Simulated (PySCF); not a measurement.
Computed shifts of a molecule ClH₆NSi₂, PBE/pcSseg-1 (PySCF), GIAO, gas phase, atoms alike by connectivity averaged where their shifts nearly agree, in ppm (number of nuclei): ²⁹Si: -20.5 (1), -50.8 (1). ¹⁵N: -3.2 (1). ¹H: 5.55 (1), 5.44 (1), 5.33 (2), 0.43 (1), -0.24 (1). References: ²⁹Si against TMS (σ = 335.4 ppm); ³⁵Cl against HCl (σ = 936.5 ppm); ¹⁵N against NH3 (σ = 267.0 ppm); ¹H against TMS (σ = 31.49 ppm), references at their B3LYP-D3(BJ)/def2-TZVP geometries, non-relativistic (without spin–orbit terms, shifts of atoms bonded to Cl or Br come out too high). Geometry: B3LYP-D3(BJ)/def2-SVP. Other conformers were not sampled.

Q: Which molecule gave these data?
(A) N[SiH2][SiH2]Cl
(B) [SiH3]N[SiH2]Cl
(C) N[Si@@H]([SiH3])Cl

A: A, N[SiH2][SiH2]Cl
